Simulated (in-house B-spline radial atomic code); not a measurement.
The numbers below are computed, except where a source is named.
# Correlation energy from the adiabatic connection: ω²r²/2 − Z/r, ω = 2.42, Z = 3

Two electrons in a singlet, external potential ω²r²/2 − Z/r, ω = 2.42, Z = 3 (atomic units). Full CI in B-splines (partial waves to l = 8, correlation up to 0.6 % small) with the density held fixed gives W(λ) = <V_ee>_λ − U, and E_c is the integral of W(λ) − W(0) from 0 to 1.

```tsv
λ	W(λ) − W(0) (hartree)
0	0.00000
0.02	-0.00183
0.05	-0.00457
0.12	-0.01087
0.25	-0.02232
0.4	-0.03513
0.6	-0.05157
0.8	-0.06732
1	-0.08242
```

(1) Integrate the table by the trapezoid rule.

(2) Now use only three numbers: W(0) = -2.0178, the initial slope W'(0) = -0.09183 (extrapolated from the first points) and the strong-coupling limit of the point-charge-plus-continuum model, W∞ = -2.8333. What do second-order theory and the interpolation W(λ) = W∞ + (W(0) − W∞)/√(1 + 2χλ) of Seidl, Perdew and Levy give?

## Answers

(1) The strips give -0.00002, -0.00010, -0.00054, -0.00216, -0.00431, -0.00867, -0.01189, -0.01497, which sum to -0.04265 hartree. The direct value, W(1) − W(0) + T_c with T_c = 0.03972, is -0.04270; the curve is convex, so chords lie above it and the trapezoids fall short in size by 0.10 %.

(2) Second order keeps the slope alone: E_c = W'(0)/2 = -0.04591, +8 % in size against -0.04270. Matching the slope fixes χ = W'(0)/(W∞ − W(0)) = -0.09183/(-0.81550) = 0.11261. Integrating, with s = √(1 + 2χ) = 1.106893, E_c = −(W(0) − W∞)(s − 1)/(s + 1) = −0.81550 × 0.106893/2.106893 = -0.04137 hartree, -3.1 % in size against the full result. At λ = 1 the formula gives W − W(0) = -0.07875 against -0.08242. Part of the miss can come from the model's W∞.
